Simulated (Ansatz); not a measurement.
**Two structures, one formula**

The two ends of one reaction step of BN₂H₉O, singlet (PBE0-D4/def2-TZVP).

A:

B1  (0.811, -0.944, 0.580)
O2  (1.444, -0.195, -0.494)
H3  (0.134, -1.874, 0.172)
H4  (1.556, -1.255, 1.494)
H5  (-0.867, 0.449, 0.436)
N6  (-0.310, 0.076, 1.229)
H7  (-0.165, 0.586, -1.528)
N8  (-1.152, 0.823, -1.418)
H9  (2.350, 0.020, -0.282)
H10  (0.121, 0.855, 1.716)
H11  (-0.920, -0.411, 1.877)
H12  (-1.313, 1.728, -1.841)
H13  (-1.688, 0.143, -1.943)
(Å)

B:

```json
{"atom": "B1", "x (Å)": "0.7707", "y (Å)": "-0.9337", "z (Å)": "0.8144"}
{"atom": "O2", "x (Å)": "1.1384", "y (Å)": "-0.4426", "z (Å)": "-0.7484"}
{"atom": "H3", "x (Å)": "0.4334", "y (Å)": "-2.0823", "z (Å)": "0.6507"}
{"atom": "H4", "x (Å)": "1.8504", "y (Å)": "-0.7814", "z (Å)": "1.3513"}
{"atom": "H5", "x (Å)": "-1.1586", "y (Å)": "0.8109", "z (Å)": "-0.3600"}
{"atom": "N6", "x (Å)": "-0.3377", "y (Å)": "-0.0597", "z (Å)": "1.3262"}
{"atom": "H7", "x (Å)": "0.3691", "y (Å)": "0.1072", "z (Å)": "-1.1462"}
{"atom": "N8", "x (Å)": "-1.0084", "y (Å)": "0.9094", "z (Å)": "-1.3734"}
{"atom": "H9", "x (Å)": "1.9243", "y (Å)": "0.1083", "z (Å)": "-0.7231"}
{"atom": "H10", "x (Å)": "-0.0677", "y (Å)": "0.6211", "z (Å)": "2.0209"}
{"atom": "H11", "x (Å)": "-1.1274", "y (Å)": "-0.5754", "z (Å)": "1.6847"}
{"atom": "H12", "x (Å)": "-1.0377", "y (Å)": "1.8883", "z (Å)": "-1.6278"}
{"atom": "H13", "x (Å)": "-1.7490", "y (Å)": "0.4299", "z (Å)": "-1.8693"}
```

Ansatz 0.2.0; basis: def2-TZVPP; cores frozen in the correlated methods. B3LYP uses VWN-RPA correlation.

Problem. Which structure is lower at CCSD(T), and by how much? (An estimate is asked for; the value comes from the calculation.)

Solution. The calculation gives: A, by 16.48 kcal/mol (electronic energy, against the other). By their contacts, A is a complex of BNH₆O ([NH3][BH2][OH]) + NH₃ and B is a complex of BNH₆O ([NH2][BH2][OH2]) + NH₃.

All methods give the same order:

```
      method  E(B) − E(A) (kcal/mol)
       SPW92                   11.98
      PBE-D4                   14.07
     BLYP-D4                   14.73
   r2SCAN-D4                   15.32
      B97M-V                   16.93
     PBE0-D4                   15.29
    B3LYP-D4                   15.61
  r2SCAN0-D4                   15.99
    BHLYP-D4                   17.03
CAM-B3LYP-D4                   15.70
     wB97X-V                   16.10
     wB97M-V                   15.62
      B2PLYP                   16.03
    PBE-QIDH                   16.18
  RPA on PBE                   16.52
          HF                   19.85
         MP2                   16.16
        CCSD                   17.15
     CCSD(T)                   16.48
```

The T1 diagnostic stays at or below 0.010.

Labels in which every atom is bracketed show which atoms are joined, not bond orders.

For scale, one of the runs: CCSD(T)/def2-TZVPP, 250 basis functions, launched by `ansatz run in.yaml --threads 4 --pin off --events-out ev --progress --plain --max-ram 9574MiB`. Time: 3.6 min of wall clock on 4 CPU threads of an Intel Xeon; the host was shared. Peak host memory: 5.7 GiB.
